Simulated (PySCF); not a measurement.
diphosphane (H4P2), singlet, at a GFN2-xTB geometry, atoms displaced at random by about 0.03 Å a coordinate. Base run: PySCF with PBE0/6-31G, gradient.

PySCF was given this input:
```python
from pyscf import gto, scf, dft

mol = gto.M(
    atom='''
P    -0.959752   -0.553332   -0.015011
P     0.996624    0.474180   -0.009696
H    -1.501862    0.327061    0.997093
H    -1.435565    0.384038   -1.064941
H     1.456407   -0.324726    1.083560
H     1.517799   -0.262623   -1.012114
''',
    basis='6-31g',
    charge=0,
    spin=0,
    verbose=4,
)

mf = dft.RKS(mol)
mf.xc = 'pbe0'
mf.kernel()
g = mf.nuc_grad_method()
grad = g.kernel()
```

The coordinate followed is x of atom 1.

Each row names what was changed in the base input (with any setting that the change needs).

```csv
change,dE/dx (Eh/bohr),net force (Eh/bohr)
base,0.035748,0.000002
conv_tol = 1e-6,0.035732,0.000002
finite difference step (bohr) = 0.2; conv_tol = 1e-11,0.037618,-
finite difference step (bohr) = 0.01; conv_tol = 1e-11,0.035756,-
finite difference step (bohr) = 1e-5; conv_tol = 1e-11,0.035752,-
conv_tol = 1e-11,0.035748,0.000002
finite difference step (bohr) = 1e-4; conv_tol = 1e-11,0.035752,-
density fitting = on; auxbasis_response = off,0.035530,0.000066
grids.level = 5; grid_response = on,0.035752,0.000000
finite difference step (bohr) = 0.05; conv_tol = 1e-11,0.035869,-
density fitting = on,0.035744,0.000002
grids.level = 0; grid_response = off,0.034285,0.001652
```

The net force is zero for an exact gradient.
